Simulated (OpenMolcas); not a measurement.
## CHClFNOSi: a line through the functionals

CHClFNOSi: 7 atoms, total charge 0, spin state singlet. SMILES: `O=C=N[SiH](F)Cl`. The coordinates come from a PBE0-D4/def2-TZVP relaxation. This is one conformer, not always the lowest.

The vertical energy of the triplet above the singlet y, in eV, basis 6-31G(d); a is the functional's share of exact exchange. Programs: OpenMolcas 26.06.

```
functional     program     a  y (eV)
      BLYP  OpenMolcas     0    6.40
      TPSS  OpenMolcas     0    6.44
     B3LYP  OpenMolcas   0.2    6.62
      PBE0  OpenMolcas  0.25       ?
     BHLYP  OpenMolcas   0.5    6.72
```

Question: Fit y = c + s·a to the known rows and predict PBE0.

Answer: 
1. Means of the 4 rows: a = 0.1750, y = 6.545.
2. Σ(Δa)² = 0.1675, Σ(Δa·Δy) = 0.1025, so the slope is 0.1025/0.1675 = 0.61194.
3. Intercept: 6.545 − (0.61194) × 0.1750 = 6.438. The largest residual of the fit is 0.060.
4. PBE0: 6.438 + (0.61194) × 0.25 = 6.59 eV.

The run gave 6.65 eV, so the prediction is off by -0.06 eV, about the largest residual.
